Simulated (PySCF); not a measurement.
PySCF input (M06-2X/6-31G* with LANL2DZ past Ar (5d)):

```python
from pyscf import gto, dft

mol = gto.M(
    atom='''
    F    -1.80859100    0.87204300   -0.12027200
    C    -1.19277600   -0.32990100    0.05142100
    Br    0.75235300   -0.11834100    0.01472200
    H    -1.44634900   -0.73385800    1.02686500
    H    -1.45201100   -0.99318100   -0.76823100
    ''',
    basis={'default': '6-31g*', 'Br': 'lanl2dz'},
    ecp={'Br': 'lanl2dz'},
    charge=0,
    spin=0,
    verbose=4,
)

mf = dft.RKS(mol, xc='m062x')
mf.grids.level = 4
mf.conv_tol = 1e-9
mf.max_cycle = 100
mf.max_memory = 1500
mf.kernel()
if not mf.converged:
    mf = mf.newton()
    mf.kernel(mf.make_rdm1())
mf.dip_moment()
```

Output:

```
PySCF version 2.14.0

[INPUT] verbose = 4
[INPUT] num. atoms = 5
[INPUT] num. electrons = 24
[INPUT] charge = 0
[INPUT] spin (= nelec alpha-beta = 2S) = 0
[INPUT] symmetry False subgroup None
[INPUT] Mole.unit = angstrom
[INPUT] Symbol           X                Y                Z      unit          X                Y                Z       unit  Magmom
[INPUT]  1 F     -1.808591000000   0.872043000000  -0.120272000000 AA   -3.417741661353   1.647922438844  -0.227281140454 Bohr   0.0
[INPUT]  2 C     -1.192776000000  -0.329901000000   0.051421000000 AA   -2.254019967954  -0.623422538220   0.097171607051 Bohr   0.0
[INPUT]  3 Br     0.752353000000  -0.118341000000   0.014722000000 AA    1.421741118995  -0.223632079307   0.027820548006 Bohr   0.0
[INPUT]  4 H     -1.446349000000  -0.733858000000   1.026865000000 AA   -2.733203490539  -1.386790634321   1.940493616902 Bohr   0.0
[INPUT]  5 H     -1.452011000000  -0.993181000000  -0.768231000000 AA   -2.743903119856  -1.876840082122  -1.451746190401 Bohr   0.0

nuclear repulsion = 58.3277845971881
number of shells = 20
number of NR pGTOs = 74
number of NR cGTOs = 40
basis = {'default': '6-31g*', 'Br': 'lanl2dz'}
ecp = {'Br': 'lanl2dz'}

******** <class 'pyscf.dft.rks.RKS'> ********
method = RKS
initial guess = minao
damping factor = 0
level_shift factor = 0
DIIS = <class 'pyscf.scf.diis.CDIIS'>
diis_start_cycle = 1
diis_space = 8
diis_damp = 0
SCF conv_tol = 1e-09
SCF conv_tol_grad = None
SCF max_cycles = 100
direct_scf = True
direct_scf_tol = 1e-13
XC library pyscf.dft.libxc version 7.1.2
    S. Lehtola, C. Steigemann, M. J. T. Oliveira, and M. A. L. Marques,  SoftwareX 7, 1–5 (2018)
XC functionals = m062x
    Y. Zhao and D. G. Truhlar,  Theor. Chem. Acc. 120, 215 (2008)
    Y. Zhao and D. G. Truhlar,  Theor. Chem. Acc. 120, 215 (2008)
radial grids:
    Treutler-Ahlrichs [JCP 102, 346 (1995); DOI:10.1063/1.469408] (M4) radial grids

becke partition: Becke, JCP 88, 2547 (1988); DOI:10.1063/1.454033
pruning grids: <function nwchem_prune>
grids dens level: 4
symmetrized grids: False
atomic radii adjust function: <function treutler_atomic_radii_adjust>
small_rho_cutoff = 0
Set gradient conv threshold to 3.16228e-05
Initial guess from minao.
tot grids = 119048
init E= -141.388292193902
  HOMO = -0.0474837373210933  LUMO = 0.12696869775178  gap/eV = 4.74709
cycle= 1 E= -151.905272343609  delta_E= -10.5  |g|= 0.919  |ddm|=  4.2
  HOMO = -0.308793513881877  LUMO = -0.057074486045753  gap/eV = 6.84962
cycle= 2 E= -152.017780859131  delta_E= -0.113  |g|= 0.865  |ddm|= 1.96
  HOMO = -0.371857779114871  LUMO = 0.00339325514100963  gap/eV = 10.21110
cycle= 3 E= -152.18120349043  delta_E= -0.163  |g|= 0.166  |ddm|= 0.852
  HOMO = -0.333149048710357  LUMO = 0.0326446996973608  gap/eV = 9.95375
cycle= 4 E= -152.185885168682  delta_E= -0.00468  |g|= 0.0427  |ddm|= 0.154
  HOMO = -0.338551548183123  LUMO = 0.0376242775680282  gap/eV = 10.23627
cycle= 5 E= -152.186311992353  delta_E= -0.000427  |g|= 0.0187  |ddm|= 0.0508
  HOMO = -0.339858148823404  LUMO = 0.0343181483913533  gap/eV = 10.18186
cycle= 6 E= -152.186405752935  delta_E= -9.38e-05  |g|= 0.00175  |ddm|= 0.0173
  HOMO = -0.339852476061983  LUMO = 0.0343988536581072  gap/eV = 10.18390
cycle= 7 E= -152.186407703546  delta_E= -1.95e-06  |g|= 0.000297  |ddm|= 0.00404
  HOMO = -0.339864702963497  LUMO = 0.0343962195074354  gap/eV = 10.18416
cycle= 8 E= -152.186407751242  delta_E= -4.77e-08  |g|= 4.69e-05  |ddm|= 0.000654
  HOMO = -0.339870014605259  LUMO = 0.0344014506546486  gap/eV = 10.18445
cycle= 9 E= -152.1864077521  delta_E= -8.58e-10  |g|= 5.39e-06  |ddm|= 7.92e-05
  HOMO = -0.33987027792058  LUMO = 0.0343999969224171  gap/eV = 10.18441
Extra cycle  E= -152.18640775211  delta_E= -9.69e-12  |g|= 3.6e-06  |ddm|= 1.2e-05
converged SCF energy = -152.18640775211
Dipole moment(X, Y, Z, Debye): -1.21615, -1.67455,  0.24571
```

The geometry given is a B3LYP-D3(BJ)/def2-TZVP minimum.
